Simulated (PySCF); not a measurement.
# ReH₃⁺, quartet: computed properties

These are results of UPBE0/[Re def2-TZVP with ECP60, H def2-TZVP], scalar-relativistic core potentials, density fitting, no spin–orbit coupling, PySCF, not measurements.

The structure is a saddle point with 1 imaginary mode.

```json
{
  "Point group": "C2v",
  "Bond lengths": "Re–H 1.610 Å, Re–H 1.621 Å (×2)",
  "Bond angles": "H–Re–H 56.9° (×2), H–Re–H 113.8°",
  "Principal polarisabilities": "27.8, 29.3, 36.1 bohr³",
  "Dipole moment about the centre of mass": "1.40 D",
  "Principal quadrupole moments (Buckingham, traceless) about the centre of mass": "-1.60, -0.99, 2.59 D Å",
  "Highest occupied level (α)": "-14.57 eV",
  "Rotational constants": "4.532, 4.083, 2.148 cm⁻¹",
  "Spin squared ⟨S²⟩": "3.783",
  "Lowest empty level (β)": "-9.21 eV",
  "Zero-point energy (real modes)": "50.7 kJ/mol"
}
```

Harmonic modes (masses in u: Re 186.956, H 1.008):
```json
{"symmetry": "b1", "ω (cm⁻¹)": "164i", "IR (km/mol)": "–", "μ (u)": "1.01"}
{"symmetry": "b2", "ω (cm⁻¹)": "830", "IR (km/mol)": "101", "μ (u)": "1.01"}
{"symmetry": "a1", "ω (cm⁻¹)": "1016", "IR (km/mol)": "41.3", "μ (u)": "1.02"}
{"symmetry": "a1", "ω (cm⁻¹)": "2193", "IR (km/mol)": "4.3", "μ (u)": "1.01"}
{"symmetry": "b2", "ω (cm⁻¹)": "2199", "IR (km/mol)": "0.1", "μ (u)": "1.02"}
{"symmetry": "a1", "ω (cm⁻¹)": "2237", "IR (km/mol)": "13.9", "μ (u)": "1.01"}
```

In C2v the vibrations span b1 + 2b2 + 3a1. Here b1 is antisymmetric to the molecular plane and b2 lies in it.

Charges (e):
| atom | Mulliken | Löwdin | polar tensor | spin (Mulliken) | Mayer order to Re1 |
| --- | --- | --- | --- | --- | --- |
| Re1 | 0.56 | 0.75 | 0.93 | 3.31 | – |
| H2 | 0.19 | 0.11 | 0.10 | -0.09 | 0.87 |
| H3,4 | 0.13 | 0.07 | -0.01 | -0.11 | 0.94 |

Mulliken populations on Re1 (electrons outside its core potential): s 2.82, p 6.16, d 5.45, f 0.01.

Only a few start shapes were tried, so a lower isomer may exist. With open d or f shells other occupations or spin states may lie lower. At this level a quartet minimum of C3v symmetry lies 8 kJ/mol below this structure. No spin–orbit coupling is included, which matters more the heavier the element.

The final relaxation and frequency run took of the order of 2.1 core-minutes on a shared host.
